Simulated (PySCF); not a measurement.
Compound: C₂H₁₁GeNSi.
Cartesian coordinates in Å at the PBE0-D3(BJ)/def2-SVP level; atoms count from 1:
```xyz
16
C2H11GeNSi angstrom
C     -2.8812   -0.3702    0.5041
N     -1.5819    0.0072    0.0042
Si    -0.3566   -1.1190   -0.4753
C      1.0390   -0.1592   -1.2801
Ge     1.8450    1.2093   -0.1361
H     -3.2147   -1.2998    0.0153
H     -3.6393    0.3972    0.2724
H     -2.9137   -0.5511    1.5967
H     -1.2735    0.9206    0.3203
H     -0.9863   -2.0951   -1.4216
H      0.2343   -1.9349    0.6442
H      0.6748    0.3270   -2.1996
H      1.8370   -0.8627   -1.5699
H      2.3319    0.5809    1.1837
H      0.8014    2.2959    0.2022
H      3.0346    1.8872   -0.8420
```

Computed with TDDFT CAM-B3LYP/def2-SVPD, vertical, gas phase, core orbitals frozen in the response in PySCF 2.14.0, density-fitted response routines. Relativistic effects, spin–orbit coupling among them, are left out although an element past zinc is present.

Ground-to-excited transition dipoles (e·a0, same axes as the geometry; the sign carries no meaning), for the states with f of 0.002 or more among the lowest 7:

| state | E (eV) | μx | μy | μz |
| --- | --- | --- | --- | --- |
| S1 | 5.978 | 0.147 | -0.025 | -0.006 |
| S2 | 6.591 | 0.125 | 0.060 | -0.051 |
| S3 | 7.080 | -0.028 | -0.050 | 0.338 |
| S4 | 7.191 | 0.438 | -0.139 | 0.083 |
| S5 | 7.438 | -0.018 | 0.066 | -0.162 |
| S6 | 7.775 | -0.233 | -0.038 | 0.158 |
| S7 | 7.870 | -0.249 | -0.196 | 0.154 |

(1) What oscillator strength does each state have?

(2) What angle do the transition dipoles of S3 and S7 make?

## Answers

(1) f = (2/3) ΔE |μ|² with ΔE in hartree (27.2114 eV).

```
state  |μ|² (au)  |μ| (D)      f
   S1      0.022     0.38  0.003
   S2      0.022     0.38  0.004
   S3      0.118     0.87  0.020
   S4      0.218     1.19  0.038
   S5      0.031     0.45  0.006
   S6      0.081     0.72  0.015
   S7      0.124     0.89  0.024
```

(2) |cos θ| = |μa·μb| / (|μa| |μb|) = 0.57, so θ ≈ 55° (taken between 0 and 90°, since the signs are arbitrary).

All these states lie below the vertical ionisation energy of 8.83 eV (ΔSCF).

One conformer stands for the species.

Without π bonds the low states may be Rydberg-like; a valence basis with one diffuse set may place them up to an eV too high.
